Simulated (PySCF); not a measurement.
Precursor series Zn NH2-SH. All species are isolated molecules in the gas phase. One relaxed conformer stands for each flexible species; it need not be the lowest.

The charge on the central atom (Mulliken) from two functionals at the same geometries (TPSS-D3(BJ)/def2-SVP), both in PySCF: PBE-D3(BJ)/def2-TZVP and TPSSh-D3(BJ)/def2-TZVP. 

```
species                    TPSSh-D3(BJ)/def2-TZVP (e)
-------------------------  --------------------------
0 of 2 NH2 replaced by SH                        0.44
1 of 2 NH2 replaced by SH                        0.41
2 of 2 NH2 replaced by SH                        0.39
```

### Question
What does PBE-D3(BJ)/def2-TZVP give for each?

### Answer

- 0 of 2 NH2 replaced by SH: 0.35
- 1 of 2 NH2 replaced by SH: 0.33
- 2 of 2 NH2 replaced by SH: 0.32
Over these rows, drawn at random from the members with no instability flagged (it was tested for open shells, ions and some series alone), PBE minus TPSSh-D3(BJ): mean -0.08 e, from -0.09 e to -0.07 e.
